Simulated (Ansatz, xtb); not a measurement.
# Two isomers of C4H6F3N

Structure I: `[H]/N=C/[C@@H](C)C(F)(F)F`, a singlet. Structure II: `C/C=N/CC(F)(F)F`, a singlet. Both are isolated molecules in the gas phase, relaxed with PBE0-D3(BJ)/def2-SVP; the shapes shown needn't be the lowest conformers.

I (Å):

```xyz
14

C     1.2534   -0.8843   -0.6738
C    -0.0156   -0.5748    0.0997
C    -0.2072    0.8971    0.3717
C    -0.0920   -1.3520    1.4004
F    -1.2493   -1.1242    2.0370
F    -0.0078   -2.6676    1.1920
F     0.8930   -1.0125    2.2371
N     0.5423    1.7645   -0.1622
H     1.2680   -0.3086   -1.6073
H     2.1378   -0.5882   -0.0931
H     1.3179   -1.9560   -0.9045
H    -0.9016   -0.9095   -0.4718
H    -1.0499    1.1421    1.0450
H     0.2552    2.7064    0.1172
```

II (Å):

| atom | x (Å) | y (Å) | z (Å) |
| --- | --- | --- | --- |
| C | -0.5489 | 0.1212 | -1.5469 |
| C | -0.0254 | 0.8582 | -0.3655 |
| C | 0.3399 | 1.2417 | 1.8856 |
| C | 1.3012 | 0.4037 | 2.7023 |
| F | 2.3137 | -0.0395 | 1.9524 |
| F | 1.8222 | 1.1409 | 3.6902 |
| F | 0.7106 | -0.6526 | 3.2532 |
| N | -0.2269 | 0.4707 | 0.8223 |
| H | 0.2821 | -0.1868 | -2.2024 |
| H | -1.2027 | 0.7723 | -2.1499 |
| H | -1.1089 | -0.7660 | -1.2246 |
| H | 0.5591 | 1.7808 | -0.5761 |
| H | 0.8989 | 2.1397 | 1.5537 |
| H | -0.4536 | 1.5668 | 2.5779 |

Quicker runs give these differences E(II) − E(I): GFN2-xTB −24.0 kJ/mol; HF/STO-3G −4.8 kJ/mol (at GFN2-xTB geometries); r2SCAN-D4/def2-SVP +15.8 kJ/mol (at GFN2-xTB geometries).

Estimate which is lower in electronic energy at CCSD(T)/def2-SVP + ΔMP2/def2-TZVPP, and by roughly how much.

The CCSD(T)/def2-SVP + ΔMP2/def2-TZVPP calculation puts structure I lower, by 18.5 kJ/mol.

How the difference moves with the method:

```json
{"level": "GFN2-xTB", "geometry": "GFN2-xTB", "E(II) − E(I) (kJ/mol)": "−24.0", "departure from the last row (kJ/mol)": "−42.4", "job, with rough time for the two": "optimisation, 0.14 s"}
{"level": "HF/STO-3G", "geometry": "GFN2-xTB", "E(II) − E(I) (kJ/mol)": "−4.8", "departure from the last row (kJ/mol)": "−23.2", "job, with rough time for the two": "single point, 0.26 s"}
{"level": "r2SCAN-D4/def2-SVP", "geometry": "GFN2-xTB", "E(II) − E(I) (kJ/mol)": "+15.8", "departure from the last row (kJ/mol)": "−2.7", "job, with rough time for the two": "single point, 1.7 s"}
{"level": "PBE0-D3(BJ)/def2-SVP", "geometry": "PBE0-D3(BJ)/def2-SVP", "E(II) − E(I) (kJ/mol)": "+16.1", "departure from the last row (kJ/mol)": "−2.4", "job, with rough time for the two": "optimisation, 25 s"}
{"level": "HF/def2-SVP", "geometry": "PBE0-D3(BJ)/def2-SVP", "E(II) − E(I) (kJ/mol)": "+9.6", "departure from the last row (kJ/mol)": "−8.8", "job, with rough time for the two": "part of the CCSD(T) run"}
{"level": "MP2/def2-SVP", "geometry": "PBE0-D3(BJ)/def2-SVP", "E(II) − E(I) (kJ/mol)": "+23.7", "departure from the last row (kJ/mol)": "+5.2", "job, with rough time for the two": "part of the CCSD(T) run"}
{"level": "CCSD(T)/def2-SVP", "geometry": "PBE0-D3(BJ)/def2-SVP", "E(II) − E(I) (kJ/mol)": "+22.3", "departure from the last row (kJ/mol)": "+3.9", "job, with rough time for the two": "single point"}
{"level": "CCSD(T)/def2-SVP + ΔMP2/def2-TZVPP", "geometry": "PBE0-D3(BJ)/def2-SVP", "E(II) − E(I) (kJ/mol)": "+18.5", "departure from the last row (kJ/mol)": "", "job, with rough time for the two": "single point, 31 s"}
```

As drawn, II has 1 C–N, 1 C–H in place of 1 N–H, 1 C–C.

GFN2-xTB, HF/STO-3G put the two in the other order. The largest departure from CCSD(T)/def2-SVP + ΔMP2/def2-TZVPP is that of GFN2-xTB, 42.4 kJ/mol. The last row adds to CCSD(T) the change of the MP2 difference between the two basis sets, here −3.9 kJ/mol.

With thermal terms from frequencies at re-optimised GFN2-xTB minima (ideal gas, soft modes damped towards free rotors, one conformer each, 298.15 K, 1 atm): on the last row, ΔE + ΔZPE = +15.7, ΔH = +16.1, ΔG = +14.5 kJ/mol.

The correlated steps freeze 8 core orbitals. Mirror images aren't counted in ΔG. Codes used: Ansatz 0.2.0, xtb 6.7.1; the last row on 4 threads of Intel(R) Xeon(R) 6975P-C (Granite Rapids) on a shared host.
